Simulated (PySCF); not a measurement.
NP, triplet, geometry from GFN2-xTB (a higher spin typed on purpose: for a closed-shell molecule this is an excited state); PySCF with WB97X/3-21G.

Here is a job for PySCF.
```python
from pyscf import gto, scf, dft

mol = gto.Mole()
mol.atom = '''
    N    -0.000000   -0.000000   -1.042078
    P     0.000000    0.000000    0.486303
'''
mol.basis = '3-21g'
mol.charge = 0
mol.spin = 2
mol.verbose = 4
mol.build()

mf = dft.UKS(mol)
mf.xc = 'wb97x'
mf.grids.atom_grid = (50, 194)
mf.kernel()
mf.analyze()
```

It wrote (shortened):

```
PySCF version 2.14.0

[INPUT] verbose = 4
[INPUT] num. atoms = 2
[INPUT] num. electrons = 22
[INPUT] charge = 0
[INPUT] spin (= nelec alpha-beta = 2S) = 2
[INPUT] symmetry False subgroup None
[INPUT] Mole.unit = angstrom
[INPUT] Symbol           X                Y                Z      unit          X                Y                Z       unit  Magmom
[INPUT]  1 N      0.000000000000   0.000000000000  -1.042078000000 AA    0.000000000000   0.000000000000  -1.969242020435 Bohr   0.0
[INPUT]  2 P      0.000000000000   0.000000000000   0.486303000000 AA    0.000000000000   0.000000000000   0.918979483554 Bohr   0.0

nuclear repulsion = 36.3545523966864
number of shells = 12
number of NR pGTOs = 42
number of NR cGTOs = 22
basis = 3-21g
ecp = {}

******** <class 'pyscf.dft.uks.UKS'> ********
method = UKS
initial guess = minao
damping factor = 0
level_shift factor = 0
DIIS = <class 'pyscf.scf.diis.CDIIS'>
diis_start_cycle = 1
diis_space = 8
diis_damp = 0
SCF conv_tol = 1e-09
SCF conv_tol_grad = None
SCF max_cycles = 50
direct_scf = True
direct_scf_tol = 1e-13
number electrons alpha = 12  beta = 10
XC library pyscf.dft.libxc version 7.1.2
    S. Lehtola, C. Steigemann, M. J. T. Oliveira, and M. A. L. Marques,  SoftwareX 7, 1–5 (2018)
XC functionals = wb97x
    J.-D. Chai and M. Head-Gordon,  J. Chem. Phys. 128, 084106 (2008)
radial grids:
    Treutler-Ahlrichs [JCP 102, 346 (1995); DOI:10.1063/1.469408] (M4) radial grids

becke partition: Becke, JCP 88, 2547 (1988); DOI:10.1063/1.454033
pruning grids: <function nwchem_prune>
grids dens level: 3
symmetrized grids: False
atomic radii adjust function: <function treutler_atomic_radii_adjust>
User specified grid scheme (50, 194)
small_rho_cutoff = 0
Set gradient conv threshold to 3.16228e-05
tot grids = 12800
init E= -393.626501160593

cycle= 1 E= -393.798898445101  delta_E= -0.172  |g|= 0.154  |ddm|= 1.36
cycle= 2 E= -393.799583508066  delta_E= -0.000685  |g|= 0.207  |ddm|= 0.336
cycle= 3 E= -393.821278873562  delta_E= -0.0217  |g|= 0.0345  |ddm|= 0.167
cycle= 4 E= -393.822759511986  delta_E= -0.00148  |g|= 0.0158  |ddm|= 0.0576
cycle= 5 E= -393.823624761391  delta_E= -0.000865  |g|= 0.00898  |ddm|= 0.05
cycle= 6 E= -393.824184576333  delta_E= -0.00056  |g|= 0.00461  |ddm|= 0.0533
cycle= 7 E= -393.824361282654  delta_E= -0.000177  |g|= 0.00259  |ddm|= 0.0326
cycle= 8 E= -393.824422473233  delta_E= -6.12e-05  |g|= 0.00137  |ddm|= 0.0173
cycle= 9 E= -393.824439806661  delta_E= -1.73e-05  |g|= 0.000171  |ddm|= 0.0143
cycle= 10 E= -393.824439901292  delta_E= -9.46e-08  |g|= 3.57e-05  |ddm|= 0.000963
cycle= 11 E= -393.824439905116  delta_E= -3.82e-09  |g|= 2.05e-05  |ddm|= 0.000205
cycle= 12 E= -393.824439905403  delta_E= -2.87e-10  |g|= 4.53e-06  |ddm|= 4.33e-05
Extra cycle  E= -393.824439905413  delta_E= -9.61e-12  |g|= 5.43e-06  |ddm|= 1.28e-05
converged SCF energy = -393.824439905413  <S^2> = 2.0354374  2S+1 = 3.0235327
**** SCF Summaries ****
Total Energy =                        -393.824439905413044
Nuclear Repulsion Energy =              36.354552396686429
One-electron Energy =                 -615.187889188040117
Two-electron Energy =                  185.008896885940658
Two-electron Coulomb Energy =          214.956011347701917
DFT Exchange-Correlation Energy =      -29.947114461761252
**** MO energy ****
                             alpha | beta                alpha | beta
MO #1   energy= -76.5712327356467  | -76.5683079163733  occ= 1 | 1
MO #2   energy= -14.4125177502391  | -14.3928168059178  occ= 1 | 1
MO #3   energy= -6.66011946372408  | -6.65750865580572  occ= 1 | 1
MO #4   energy= -4.82805132154155  | -4.82204004543089  occ= 1 | 1
MO #5   energy= -4.82109711679363  | -4.82112810863596  occ= 1 | 1
MO #6   energy= -4.81587719702795  | -4.80850696594808  occ= 1 | 1
MO #7   energy= -1.03845415545886  | -0.976707823459591 occ= 1 | 1
MO #8   energy= -0.65845751759105  | -0.547888965891643 occ= 1 | 1
MO #9   energy= -0.49440025564488  | -0.425458625506558 occ= 1 | 1
MO #10  energy= -0.491148270499588 | -0.400186860842025 occ= 1 | 1
MO #11  energy= -0.467857684309147 | -0.124217996228008 occ= 1 | 0
MO #12  energy= -0.266801110215809 | 0.0182737936924053 occ= 1 | 0
MO #13  energy= -0.0137393738273111 | 0.0433647120846192 occ= 0 | 0
MO #14  energy= 0.177316063143082  | 0.200586964335284  occ= 0 | 0
MO #15  energy= 0.464057587396647  | 0.474711049596085  occ= 0 | 0
MO #16  energy= 0.523503714710316  | 0.524595551308232  occ= 0 | 0
MO #17  energy= 0.528677063788332  | 0.539627692960819  occ= 0 | 0
MO #18  energy= 0.619329930978839  | 0.65995592868673   occ= 0 | 0
MO #19  energy= 1.16628926111951   | 1.20742392065972   occ= 0 | 0
MO #20  energy= 1.16910486119335   | 1.22659609212564   occ= 0 | 0

To work with the spin densities directly, `use mulliken_meta_spin()` only printing them here.

 ** Mulliken spin pop alpha/beta on meta-lowdin orthogonal AOs **
 ** Mulliken Spin Density (per AO)  **
spin_pop of  0 N 1s       -0.00002
spin_pop of  0 N 2s        0.12609
spin_pop of  0 N 3s       -0.00017
spin_pop of  0 N 2px       0.35551
spin_pop of  0 N 2py       0.29108
spin_pop of  0 N 2pz       0.67369
spin_pop of  0 N 3px       0.00135
spin_pop of  0 N 3py       0.00074
spin_pop of  0 N 3pz       0.00029
spin_pop of  1 P 1s        0.00000
spin_pop of  1 P 2s        0.00083
spin_pop of  1 P 3s        0.02157
spin_pop of  1 P 4s        0.00620
spin_pop of  1 P 2px       0.00004
spin_pop of  1 P 2py       0.00001
spin_pop of  1 P 2pz       0.00003
spin_pop of  1 P 3px       0.25021
spin_pop of  1 P 3py       0.09950
spin_pop of  1 P 3pz       0.16188
spin_pop of  1 P 4px       0.00088
spin_pop of  1 P 4py       0.00068
spin_pop of  1 P 4pz       0.00962
 ** Mulliken Spin Density (per atom)  **
spin density of  0 N =      1.44855
spin density of  1 P =      0.55145
 ** Mulliken pop alpha/beta on meta-lowdin orthogonal AOs **
 ** Mulliken pop       alpha | beta **
pop of  0 N 1s        0.99982 | 0.99984
pop of  0 N 2s        0.85464 | 0.72856
pop of  0 N 3s        0.00084 | 0.00101
pop of  0 N 2px       0.87300 | 0.51749
pop of  0 N 2py       0.80464 | 0.51356
pop of  0 N 2pz       0.79378 | 0.12009
pop of  0 N 3px       0.00232 | 0.00097
pop of  0 N 3py       0.00165 | 0.00091
pop of  0 N 3pz       0.00034 | 0.00005
pop of  1 P 1s        0.99999 | 0.99999
pop of  1 P 2s        0.99870 | 0.99787
pop of  1 P 3s        0.89490 | 0.87333
pop of  1 P 4s        0.00872 | 0.00252
pop of  1 P 2px       0.99987 | 0.99983
pop of  1 P 2py       0.99984 | 0.99983
pop of  1 P 2pz       0.99967 | 0.99964
pop of  1 P 3px       0.73169 | 0.48148
pop of  1 P 3py       0.58493 | 0.48543
pop of  1 P 3pz       0.43493 | 0.27305
pop of  1 P 4px       0.00111 | 0.00022
pop of  1 P 4py       0.00096 | 0.00027
pop of  1 P 4pz       0.01367 | 0.00405
In total            12.00000 | 10.00000
 ** Mulliken atomic charges   ( Nelec_alpha | Nelec_beta ) **
charge of  0N =     -0.21352  (     4.33103      2.88248 )
charge of  1P =      0.21352  (     7.66897      7.11752 )
Dipole moment(X, Y, Z, Debye):  0.00000, -0.00000,  0.77911
```
